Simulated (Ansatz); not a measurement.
The same path of BFH6NSi (10 atoms, charge 1, multiplicity 1) was run twice with different band settings. The coordinate that changes most is the dihedral F3–B2–Si4–H9.

Method: RHF/def2-SVP in Ansatz 0.2.0.

Relaxed end points:

```xyz
10
Properties=species:S:1:pos:R:3
N -0.518 1.120 -0.956
B 0.188 -0.252 -0.621
F 0.582 -0.815 -1.711
Si 0.419 -0.990 1.299
H -0.041 1.900 -0.512
H -1.473 1.143 -0.607
H -0.544 1.298 -1.957
H -0.315 -2.268 1.339
H -0.167 0.010 2.217
H 1.869 -1.147 1.509
```

```xyz
10
Properties=species:S:1:pos:R:3
N -0.513 1.109 -0.952
B 0.195 -0.268 -0.632
F 0.583 -0.819 -1.729
Si 0.419 -0.990 1.293
H -0.033 1.886 -0.503
H -1.467 1.129 -0.601
H -0.542 1.296 -1.951
H 1.209 0.029 2.017
H 1.095 -2.292 1.205
H -0.946 -1.079 1.853
```

Common settings: movable images 5; climbing image yes; spring 5.0 eV/Å²; optimiser quadratic models (default); start path through a guess of the saddle point; iteration limit 60; end points relaxed.

| run | force threshold |
| --- | --- |
| 1 | 0.05 eV/Å |
| 2 | 0.5 eV/Å |

(1) What does each run give, and how far can it be trusted?

## Answers

(1) Run 1: converged after 10 iterations, highest image 0.001 eV above the first end. The top lies less than 8 meV above the higher end, about what the thresholds resolve: that end is a shoulder or a very shallow well. A vibrational analysis at the climbing image gives no mode beyond 40i cm⁻¹: the surface is too flat there to confirm a saddle point.
Run 2: converged after 8 iterations, highest image 0.003 eV above the first end. The threshold of 0.5 eV/Å is loose, so the images may lie well off the minimum-energy path. The top lies less than 8 meV above the higher end, about what the thresholds resolve: that end is a shoulder or a very shallow well. Another band between the same ends (5 images) ends at a top of the same energy, where a vibrational analysis finds no clearly imaginary modes.
Limits of this set-up: the dipole of an ion depends on the origin.
